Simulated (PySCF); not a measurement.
Energy of Yb⁺ (ytterbium, charge +1) between two integer charges

The 6s alpha orbital of [Xe] 4f14 6s1 is emptied in steps (occupation f), with all orbitals relaxed, ending at [Xe] 4f14. Computed with PySCF 2.14 in def2-TZVP with the def2 core potential (28 electrons), with scalar relativity through the core potential. The exact energy is a straight line in f; departures are measured from the line between the end points of the same method.

```
  f  UHF (eV)
  1     0.000
0.9     0.003
0.7     0.006
0.5     0.007
0.3     0.006
0.1     0.002
  0     0.000
```

```json
{"method": "UHF", "E(f=0) − E(f=1) (eV)": "11.120", "−ε at f=1 (eV)": "11.149", "−ε at f=0.5 (eV)": "11.120"}
```

Orbital energy along the path (eV):

```
  f      UHF
  1  -11.149
0.9  -11.143
0.7  -11.131
0.5  -11.120
0.3  -11.109
0.1  -11.099
  0  -11.094
```

Reference removal energy between the ground levels: 12.179 eV (measured; NIST Atomic Spectra Database, ionization energies). UHF lacks correlation.
